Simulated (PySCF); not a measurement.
Choosing a molecule for a target property.

Species are written as SMILES; each is one conformer at its optimised geometry, gas phase, non-relativistic unless stated; the electronic structure was computed with PySCF and density fitting.

Dipoles, sizes and rotational constants follow the conformer. The torsions of the flexible species, by atom-mapped SMILES:
- `[CH3:1][CH2:2][O:3][C@H:4]([CH3:5])[S:6][CH3:7]`: C1–C2–O3–C4 -178°, C2–O3–C4–C5 -166°, O3–C4–S6–C7 55°
- `[CH2:1]=[P:2][CH2:3][C:4]#[N:5]`: C1–P2–C3–C4 -40°
- `[CH3:1][C:2](=[O:3])[O:4][CH2:5][O:6][SiH3:7]`: C1–C2–O4–C5 -178°, C2–O4–C5–O6 -79°, O4–C5–O6–Si7 71°
- `[CH2:1]=[C:2]=[CH:3][O:4][CH3:5]`: C2–C3–O4–C5 178°
- `[OH:1][CH2:2][CH:3]1[CH:4]=[CH:5]1`: O1–C2–C3–C4 -92°, H–O1–C2–C3 53°

(1) Wanted: electronic spatial extent ⟨r²⟩ about the centre of nuclear charge below 500 bohr² (CAM-B3LYP/def2-SVPD) and HOMO energy below -9.6 eV (CAM-B3LYP/def2-SVPD), at GFN2-xTB geometries. Which candidate meets both?
A. `C=PCC#N`
B. `OCC1C=C1`
C. `O=C(F)F`
D. `CC(=O)OCO[SiH3]`
E. `C=C=COC`
F. `CCO[C@H](C)SC`

(2) Wanted: smallest rotational constant between 2.2 GHz and 4 GHz (GFN2-xTB) and lowest singlet excitation below 5.7 eV (TDDFT CAM-B3LYP/def2-SVPD), at GFN2-xTB geometries. Which candidate meets both?
A. `CCO[C@H](C)SC`
B. `O=S1(=O)C=CC=C1`
C. `C=PCC#N`
D. `C1(C=C1)CO`
E. `CC(=O)OCO[SiH3]`
F. `O=C(F)F`

(3) Wanted: lowest triplet excitation (Tamm–Dancoff) between 4.7 eV and 6 eV (TDA CAM-B3LYP/def2-SVPD) and HOMO–LUMO gap below 9.2 eV (CAM-B3LYP/def2-SVPD), at GFN2-xTB geometries. Which candidate meets both?
A. `C=PCC#N`
B. `CC(=O)OCO[SiH3]`
C. `C=C=COC`
D. `CCO[C@H](C)SC`
E. `O=C(F)F`
F. `OCC1C=C1`

(4) Wanted: dipole moment between 3 D and 4 D (CAM-B3LYP/def2-SVPD) and static isotropic polarisability below 70 au (CAM-B3LYP/def2-SVPD), at GFN2-xTB geometries. Which candidate meets both?
A. `CC(=O)OCO[SiH3]`
B. `P(CC#N)=C`
C. `CCO[C@H](C)SC`
D. `O=S1(=O)C=CC=C1`
E. `OCC1C=C1`
F. `C=C=COC`

Results:

(1) C. Computed values:
| species | electronic spatial extent ⟨r²⟩ about the centre of nuclear charge | HOMO energy |
| --- | --- | --- |
| O=C(F)F | 195 bohr² | -12.23 eV |
| OCC1C=C1 | 434 bohr² | -8.68 eV |
| C=PCC#N | 532 bohr² | -9.28 eV |
| C=C=COC | 561 bohr² | -7.81 eV |
| CC(=O)OCO[SiH3] | 1011 bohr² | -9.84 eV |
| CCO[C@H](C)SC | 1152 bohr² | -7.69 eV |

(2) C. Computed values:
| species | smallest rotational constant | lowest singlet excitation |
| --- | --- | --- |
| CCO[C@H](C)SC | 1.167 GHz | 5.45 eV |
| CC(=O)OCO[SiH3] | 1.230 GHz | 5.96 eV |
| O=S1(=O)C=CC=C1 | 2.069 GHz | 4.43 eV |
| C=PCC#N | 2.239 GHz | 4.77 eV |
| C1(C=C1)CO | 2.985 GHz | 6.09 eV |
| O=C(F)F | 5.919 GHz | 7.29 eV |

(3) D. Computed values:
| species | lowest triplet excitation (Tamm–Dancoff) | HOMO–LUMO gap |
| --- | --- | --- |
| C=PCC#N | 2.84 eV | 8.28 eV |
| OCC1C=C1 | 4.03 eV | 9.41 eV |
| C=C=COC | 4.30 eV | 8.76 eV |
| CCO[C@H](C)SC | 5.04 eV | 8.91 eV |
| CC(=O)OCO[SiH3] | 5.47 eV | 10.77 eV |
| O=C(F)F | 6.77 eV | 12.83 eV |

(4) B. Computed values:
| species | dipole moment | static isotropic polarisability |
| --- | --- | --- |
| CCO[C@H](C)SC | 0.98 D | 88.1 au |
| C=C=COC | 1.43 D | 59.0 au |
| CC(=O)OCO[SiH3] | 1.92 D | 71.5 au |
| OCC1C=C1 | 2.32 D | 49.5 au |
| P(CC#N)=C | 3.20 D | 63.3 au |
| O=S1(=O)C=CC=C1 | 5.33 D | 66.7 au |
